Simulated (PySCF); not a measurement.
C5H5NO2Si.
Structure used (GFN2-xTB), in Å, numbered top down from 1:
```xyz
14
C5H5NO2Si angstrom
C     -2.2382   -0.3293   -0.2808
C     -1.1340   -1.1541   -0.4897
C      0.0950   -0.6024   -0.2064
C      0.1743    0.7152    0.2622
C     -0.9834    1.4412    0.4318
N     -2.1695    0.9100    0.1590
O      1.4525    1.1132    0.4948
Si     2.4951   -0.1244    0.1377
O      1.3070   -1.1911   -0.3242
H     -3.2359   -0.6938   -0.4812
H     -1.2323   -2.1641   -0.8516
H     -0.9761    2.4600    0.7894
H      3.3101    0.2234   -1.0113
H      3.1350   -0.6043    1.3483
```

Computed at PBE0/pcSseg-1 (PySCF, non-relativistic), with Q(14N) = 0.02044 b, Q(17O) = −0.0256 b: N6, 14N (I = 1): χzz = -5.311 MHz, η = 0.272; O7, 17O (I = 5/2): χzz = -9.591 MHz, η = 0.285; O9, 17O (I = 5/2): χzz = -9.379 MHz, η = 0.227.

Q: Where would the pure quadrupole (NQR) lines of 14N at N6 fall for the rigid, isolated species?

A: From ν± = (3/4)|χ|(1 ± η/3) and ν0 = |χ|η/2: ν+ 4.344 MHz, ν− 3.622 MHz, ν0 0.723 MHz (pyridine-type nitrogen).

Q: Where would the pure quadrupole (NQR) lines of 17O at O7 fall for the rigid, isolated species?

A: From the eigenvalues of H = χ/[4I(2I − 1)] × [3Iz² − I(I + 1) + η(Ix² − Iy²)], steps between neighbouring levels, labelled as for η = 0: ±1/2↔±3/2 1.561 MHz, ±3/2↔±5/2 2.833 MHz (silyl ether oxygen).

Q: Where would the pure quadrupole (NQR) lines of 17O at O9 fall for the rigid, isolated species?

A: From the eigenvalues of H = χ/[4I(2I − 1)] × [3Iz² − I(I + 1) + η(Ix² − Iy²)], steps between neighbouring levels, labelled as for η = 0: ±1/2↔±3/2 1.484 MHz, ±3/2↔±5/2 2.785 MHz (silyl ether oxygen).

In a crystal, neighbours and librations shift these lines. GFN2-xTB bond lengths can be off by several hundredths of an ångström, more for odd bonds, and the gradients follow them. With a basis this small, the couplings can be 20 % off.

The run behind these numbers computed NMR shieldings as well. Time: 24 s of wall time (with the writing of density and orbital grids); peak memory 0.82 GiB. Hardware: one thread, Intel Xeon 6975P-C (x86_64), shared host with 192 logical CPUs at a one-minute load of 35.
